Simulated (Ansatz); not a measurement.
Molecule: C4H3N2 (charge -1, singlet). It need not be the lowest isomer of its formula. Whether it binds its extra electron was not tested at this geometry. 
Coordinates optimised at B3LYP-D3(BJ)/def2-TZVP (Ansatz, an electronic-structure program):
```
C
H 1 1.0857
C 1 1.3892 2 122.69
N 3 1.3265 1 123.48 2 -180.00
C 1 1.3892 2 122.69 3 180.00
N 5 1.3265 1 123.48 2 180.00
H 3 1.0954 4 116.89 6 -180.00
H 5 1.0954 6 116.89 4 180.00
C 6 1.3955 5 120.90 8 180.00
```
Charge -1, spin multiplicity 1.

Total electronic energies in hartree. Valence correlation only, unless marked. No spin-orbit coupling. Non-relativistic. Basis-set limits of correlation are two-point, X^-3; Hartree-Fock from the larger set.

| level | program | energy (Eh) |
|---|---|---|
| HF/cc-pVDZ | Ansatz | -262.04293 |
| HF/cc-pVQZ | Ansatz | -262.13399 |
| PBE-D4/def2-TZVPD | Ansatz + dftd4 | -263.46518 |
| BLYP/def2-TZVPD | Ansatz | -263.69349 |
| r2SCAN/def2-TZVPD | Ansatz | -263.62148 |
| B3LYP-D4/def2-TZVPD | Ansatz + dftd4 | -263.79126 |
| PBE0/STO-3G | Ansatz | -259.92036 |
| PBE0-D3(BJ)/def2-TZVPD | Ansatz + dftd3 | -263.46609 |
| PBE0/def2-QZVPP | Ansatz | -263.47174 |
| BHLYP-D4/def2-TZVPD | Ansatz + dftd4 | -263.61653 |
| BHLYP/def2-TZVPD | Ansatz | -263.60593 |
| HSE06-D3(BJ)/def2-TZVPD | Ansatz + dftd3 | -263.45058 |
| CAM-B3LYP/def2-TZVPD | Ansatz | -263.63895 |
| B2GP-PLYP-D3(BJ)/def2-TZVPD | Ansatz + dftd3 | -263.50547 |
| B2PLYP-D3(BJ)/def2-TZVPD | Ansatz + dftd3 | -263.56305 |
| RI-MP2/aug-cc-pVTZ | Ansatz | -263.16621 |
| SCS-MP2/cc-pwCVTZ | Ansatz | -263.12729 |
| CCSD/cc-pVDZ | Ansatz | -262.90314 |
| CCSD/aug-cc-pVQZ | Ansatz | -263.23289 |
| CCSD(T)/6-31G* | Ansatz | -262.90198 |
| CCSD(T)/cc-pVDZ | Ansatz | -262.94318 |
| CCSD(T)/aug-cc-pVTZ | Ansatz | -263.23393 |
| CCSD(T)/CBS(aug-cc-pVTZ,aug-cc-pVQZ) | Ansatz | -263.3345 |

Totals of different functionals don't rank their quality; only differences between species are comparable.
